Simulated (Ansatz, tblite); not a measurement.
Forces on W₄Se₈⁺ at its PBE-D4/def2-SVP geometry. Charge 1, multiplicity 2.

In the def2 sets W takes a core potential; there is no spin–orbit coupling. The xTB rows come from tblite. Single mean-field runs in def2-TZVP are fitted with def2-universal-jkfit. The structure comes from a short search, and lower isomers may exist.

GFN1-xTB (tblite), largest force 4.75 eV/Å:

```xyz
12
positions Å, forces eV/Å
W    -0.723   -0.494    1.271    0.872   -4.196    2.056
W     0.452    1.529    0.143    3.798    1.469   -1.358
W     1.698   -1.042   -0.501   -0.678    0.346    0.396
W    -2.125    1.368    0.213   -3.916    2.279   -0.641
Se   -0.906    3.543    0.412   -0.014   -1.020   -0.075
Se   -0.385   -2.725    0.248    0.515    0.911   -0.735
Se    3.890   -1.610   -0.340    0.134    0.004   -0.035
Se    1.610    0.979   -1.917   -0.334   -0.102    0.583
Se    0.471   -2.527   -2.010   -0.175    0.115    1.124
Se    1.583    0.177    1.962   -0.607   -0.070   -0.533
Se   -2.786    0.575   -1.828   -0.229    0.133    0.040
Se   -2.779    0.228    2.349    0.636    0.129   -0.822
```

GFN2-xTB (tblite), largest force 2.51 eV/Å:

```
W -0.234 -2.456 0.455
W 2.071 1.038 -0.763
W -0.811 1.077 0.667
W -1.797 1.299 0.090
Se -0.817 0.411 -0.110
Se 0.726 -0.764 -0.506
Se 0.077 -0.399 -0.151
Se 0.519 -0.269 -0.771
Se -0.143 -0.091 0.344
Se 1.638 -0.309 0.933
Se -0.343 0.077 -0.082
Se -0.887 0.386 -0.105
```

PBE-D4/def2-TZVP (Ansatz), largest force 0.23 eV/Å:

```
W 0.043 0.080 -0.133
W -0.056 -0.202 -0.072
W -0.148 0.097 0.071
W 0.188 -0.133 -0.013
Se -0.013 -0.166 0.018
Se 0.099 0.183 -0.075
Se -0.137 0.023 0.006
Se -0.042 -0.025 0.165
Se 0.034 0.043 0.171
Se -0.117 -0.016 -0.170
Se 0.029 0.067 0.152
Se 0.119 0.047 -0.120
```
